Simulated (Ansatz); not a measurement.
Reactions of `C[N](C)[Zr]([OH])([N](C)C)[N](C)C`.

Gas-phase electronic energies from Ansatz, PBE0-D4/def2-TZVP geometries. CCSD(T)/CBS is the MP2 limit (def2-TZVPP, def2-QZVPP) plus CCSD(T) − MP2 in def2-TZVPP, frozen cores. This one scheme is used for every species. Functionals use def2-TZVPP. def2 core potentials past Kr. For I, Zr outer-core shells are correlated without core-valence functions, which leaves a few kJ/mol of doubt a bond. Each species was taken in one conformer, which may not be the lowest.

```json
{"reaction": "`C[N](C)[Zr]([OH])([N](C)C)[N](C)C` + HCl → `C[N](C)[Zr]([Cl])([N](C)C)[N](C)C` + H₂O", "LDA (SPW92) (kJ/mol)": "-63", "RPA@PBE/def2-TZVPP (kJ/mol)": "-64"}
{"reaction": "`C[N](C)[Zr]([OH])([N](C)C)[N](C)C` + HI → `C[N](C)[Zr]([I])([N](C)C)[N](C)C` + H₂O", "LDA (SPW92) (kJ/mol)": "-64", "RPA@PBE/def2-TZVPP (kJ/mol)": "-68"}
{"reaction": "`C[N](C)[Zr]([OH])([N](C)C)[N](C)C` + `Ic1cccc2ccccc12` → `C[N](C)[Zr]([I])([N](C)C)[N](C)C` + `Oc1cccc2ccccc12`", "LDA (SPW92) (kJ/mol)": "-70", "RPA@PBE/def2-TZVPP (kJ/mol)": "-47"}
{"reaction": "`C[N](C)[Zr]([OH])([N](C)C)[N](C)C` + H–F → `C[N](C)[Zr]([F])([N](C)C)[N](C)C` + H₂O", "LDA (SPW92) (kJ/mol)": "-60", "RPA@PBE/def2-TZVPP (kJ/mol)": "-59"}
```

(1) Give the CCSD(T)/CBS values in the same order. (An estimate is asked.)

Largest T1 diagnostic: 0.015, for `C[N](C)[Zr]([Cl])([N](C)C)[N](C)C`.

Answers

(1) The calculation gave: -70, -78, -47, -57 kJ/mol.
